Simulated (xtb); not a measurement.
AlBH₄O₄, SMILES O[B](O)[Al]([OH])[OH]. All values are semi-empirical tight-binding results from xtb (GFN2-xTB unless named), good for trends rather than for accurate numbers. Geometry optimised at GFN2-xTB. The structure was generated by enumeration; whether it is a known compound was not checked. One conformer was computed; it need not be the lowest.

For metal compounds this method's bond lengths and energies can be far off.

The point group as xtb finds it is C2v and the orbital gap comes out as 4.76 eV. The zero-point energy is 36.3 kcal/mol and the G − E(el) at 298.15 K (modified RRHO) is 15.8 kcal/mol.
